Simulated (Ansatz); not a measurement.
Mulliken charges of C2H5AlClN, SMILES `[NH2][Al]1[CH2][CH]1Cl` from PBE/def2-TZVPP in Ansatz (PBE0-D4/def2-TZVP geometry).

| atom | x (Å) | y (Å) | z (Å) | charge (e) |
| --- | --- | --- | --- | --- |
| N1 | -2.046 | 0.401 | -0.928 | -0.393 |
| Al2 | -0.494 | 0.115 | -0.160 | 0.324 |
| C3 | 0.721 | -0.481 | 1.195 | -0.242 |
| C4 | 1.333 | -0.355 | -0.227 | -0.134 |
| Cl5 | 1.570 | 1.489 | -0.458 | -0.127 |
| H6 | -2.879 | 0.675 | -0.435 | 0.147 |
| H7 | -2.193 | 0.443 | -1.922 | 0.150 |
| H8 | 1.208 | 0.040 | 2.019 | 0.072 |
| H9 | 0.597 | -1.544 | 1.425 | 0.078 |
| H10 | 2.266 | -0.833 | -0.506 | 0.124 |

Task: By hand: the dipole of these point charges (1 e Å = 4.8032 D).

Result: Σ q r = (-0.246, -0.201, -0.046) e Å, of length 0.321 e Å = 1.54 D.

Task: How does the dipole of the full density compare? (Best estimate.)

Result: Computed: (-0.401, -0.074, -0.108) e Å, 2.03 D; the point charges give 0.76 times that, at 29° from its direction.

Point charges leave out the atoms' own dipoles, such as those of lone pairs, and Mulliken's split depends on the basis, so the two needn't agree.
